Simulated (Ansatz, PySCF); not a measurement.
B(Br)(OH)(OMe) (CH₄BBrO₂), SMILES COB(O)Br.

Geometry optimised at B3LYP-D3(BJ)/def2-SVP. The structure was generated by enumeration, and PubChem lists no compound with its InChIKey, so it may never have been made. One conformer was computed; it need not be the lowest.

Vertical ionisation energy (IE) and electron affinity (EA) in eV. Rows of orbital energies are one-electron estimates. Where ΔSCF, EOM or ADC give a negative EA the extra electron is unbound and the value depends on the basis.

```json
[
 {"level": "−ε(HOMO), −ε(LUMO), r2SCAN/def2-TZVP (PySCF)", "IE": "7.30", "EA": "-0.29"},
 {"level": "−ε(HOMO), −ε(LUMO), PBE/def2-TZVP (PySCF)", "IE": "6.96", "EA": "0.15"},
 {"level": "ΔSCF, CAM-B3LYP/def2-SVPD (Ansatz), final states of multiplicity 2 and 2", "IE": "[?]", "EA": "[?]"},
 {"level": "ΔSCF, PBE/def2-SVPD (Ansatz), final states of multiplicity 2 and 2", "IE": "10.18", "EA": "-0.78"}
]
```

Problem. Fill in the missing entries. (The exact figures need the calculation; the answer reports its results.)

Solution. 
- ΔSCF, CAM-B3LYP/def2-SVPD (Ansatz, an electronic-structure program), final states of multiplicity 2 and 2, IE: 10.85
- ΔSCF, CAM-B3LYP/def2-SVPD (Ansatz), final states of multiplicity 2 and 2, EA: -1.01

Problem. What vertical singlet–triplet gap does ΔSCF give with CAM-B3LYP/def2-SVPD (Ansatz) and with PBE/def2-SVPD (Ansatz)? (The exact figures need the calculation; the answer reports its results.)

Solution. 7.45 and 6.73 eV (triplet above singlet where positive).
